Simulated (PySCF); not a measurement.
**The electron affinity along the 4p block**

All values are computed (PySCF 2.14, energy differences of UHF-based or UKS calculations, no spin-orbit coupling). Values in eV. The last column holds reference values (measured affinities from photodetachment; the arrow runs from anion to atom). Unmarked ones compare directly (S terms, centres of terms, or small fine structure); those marked * lie between the lowest fine-structure levels and include a spin-orbit shift.

```json
{"element": "Ga (x2c-QZVPPall with one added diffuse shell each of s, p, d, f type, spin-free X2C)", "configurations": "[Ar] 3d10 4s2 4p2 → [Ar] 3d10 4s2 4p1", "UHF": "-0.064", "LDA": "0.579", "PBE": "0.482", "MP2 (valence)": "0.259", "SCS-MP2 (valence)": "0.157", "MP2 (valence and next inner shell)": "0.257", "reference": "0.301 *"}
{"element": "Ge (x2c-QZVPPall with one added diffuse shell each of s, p, d, f type, spin-free X2C)", "configurations": "[Ar] 3d10 4s2 4p3 → [Ar] 3d10 4s2 4p2", "UHF": "0.833", "LDA": "1.534", "PBE": "1.404", "MP2 (valence)": "1.312", "SCS-MP2 (valence)": "1.144", "MP2 (valence and next inner shell)": "1.339", "reference": "1.233 *"}
{"element": "As (x2c-QZVPPall with one added diffuse shell each of s, p, d, f type, spin-free X2C)", "configurations": "[Ar] 3d10 4s2 4p4 → [Ar] 3d10 4s2 4p3", "UHF": "-0.298", "LDA": "1.064", "PBE": "0.848", "MP2 (valence)": "0.505", "SCS-MP2 (valence)": "0.577", "MP2 (valence and next inner shell)": "0.507", "reference": "0.804 *"}
{"element": "Se (x2c-QZVPPall with one added diffuse shell each of s, p, d, f type, spin-free X2C)", "configurations": "[Ar] 3d10 4s2 4p5 → [Ar] 3d10 4s2 4p4", "UHF": "0.926", "LDA": "2.346", "PBE": "2.092", "MP2 (valence)": "1.910", "SCS-MP2 (valence)": "1.918", "MP2 (valence and next inner shell)": "1.941", "reference": "2.021 *"}
{"element": "Br (x2c-QZVPPall with one added diffuse shell each of s, p, d, f type, spin-free X2C)", "configurations": "[Kr] → [Ar] 3d10 4s2 4p5", "UHF": "2.337", "LDA": "3.729", "PBE": "3.450", "MP2 (valence)": "3.466", "SCS-MP2 (valence)": "3.394", "MP2 (valence and next inner shell)": "3.515", "reference": "3.364 *"}
```

The highest occupied level of the anion is positive for Ga⁻ at LDA, PBE; Ge⁻ at LDA, PBE; As⁻ at LDA, PBE; Se⁻ at LDA, PBE; Br⁻ at PBE, so there the basis helps to hold the electron.

"Valence" correlates the outer s and p shells and, in groups 3 to 12 and the f block, the outer d or f shell, open or full, or the next shell where the ion has no valence electron left; the wider scheme adds the next inner shell.
